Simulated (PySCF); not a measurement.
Isomers of C7H9O2P.

All values: CAM-B3LYP/def2-SVPD (PySCF) at PBE0-D3(BJ)/def2-SVP geometries, gas phase, one conformer each. Core orbitals are frozen in the response; Δα² is half the sum of the squared differences of the principal polarisabilities.

(1) Rank by polarisability anisotropy Δα, highest first.
A. `[CH:1]#[C:2][P:3]([CH2:4][CH:5]=[CH2:6])[C:7](=[O:8])[O:9][CH3:10]` with C2–P3–C4–C5 67°, P3–C4–C5–C6 109°, C2–P3–C7–O8 130°, P3–C7–O9–C10 -177°
B. `[CH3:1][C@@H:2]1[CH2:3][P@:4]1(=[O:5])[c:6]1[cH:7][cH:8][cH:9][o:10]1` with C3–P4–C6–C7 162°
C. `[CH3:1][P@:2](=[O:3])([OH:4])[c:5]1[cH:6][cH:7][cH:8][cH:9][cH:10]1` with C1–P2–O4–H 169°, C1–P2–C5–C6 -113°

(2) Rank by mean static polarisability, highest first.
A. `[CH3:1][P@:2](=[O:3])([OH:4])[c:5]1[cH:6][cH:7][cH:8][cH:9][cH:10]1` with C1–P2–O4–H 169°, C1–P2–C5–C6 -113°
B. `[CH3:1][C@@H:2]1[CH2:3][P@@:4]1(=[O:5])[c:6]1[cH:7][cH:8][o:9][cH:10]1` with C3–P4–C6–C7 24°
C. `[CH:1]#[C:2][P:3]([CH2:4][CH:5]=[CH2:6])[C:7](=[O:8])[O:9][CH3:10]` with C2–P3–C4–C5 67°, P3–C4–C5–C6 109°, C2–P3–C7–O8 130°, P3–C7–O9–C10 -177°

Results:

(1) A (7.93 Å³), C (7.33 Å³), B (6.71 Å³).

(2) C (17.51 Å³), A (16.06 Å³), B (15.78 Å³).

All values together:

```tsv
SMILES	μ (D)	HOMO (eV)	LUMO (eV)	α (Å³)	Δα (Å³)	ΔSCF removal energy (eV)
C[C@@H]1C[P@@]1(=O)c1ccoc1	4.50	-8.21	0.64	15.78	7.20	8.85
C#CP(CC=C)C(=O)OC	1.63	-8.19	0.68	17.51	7.93	8.83
C[C@@H]1C[P@]1(=O)c1ccco1	4.31	-8.10	0.26	15.94	6.71	8.73
C[P@](=O)(O)c1ccccc1	3.75	-8.93	-0.04	16.06	7.33	–
```

Conformers: `[CH3:1][C@@H:2]1[CH2:3][P@@:4]1(=[O:5])[c:6]1[cH:7][cH:8][o:9][cH:10]1` with C3–P4–C6–C7 24°; `[CH:1]#[C:2][P:3]([CH2:4][CH:5]=[CH2:6])[C:7](=[O:8])[O:9][CH3:10]` with C2–P3–C4–C5 67°, P3–C4–C5–C6 109°, C2–P3–C7–O8 130°, P3–C7–O9–C10 -177°; `[CH3:1][C@@H:2]1[CH2:3][P@:4]1(=[O:5])[c:6]1[cH:7][cH:8][cH:9][o:10]1` with C3–P4–C6–C7 162°; `[CH3:1][P@:2](=[O:3])([OH:4])[c:5]1[cH:6][cH:7][cH:8][cH:9][cH:10]1` with C1–P2–O4–H 169°, C1–P2–C5–C6 -113°.

A dash marks a removal energy that wasn't run or isn't settled.
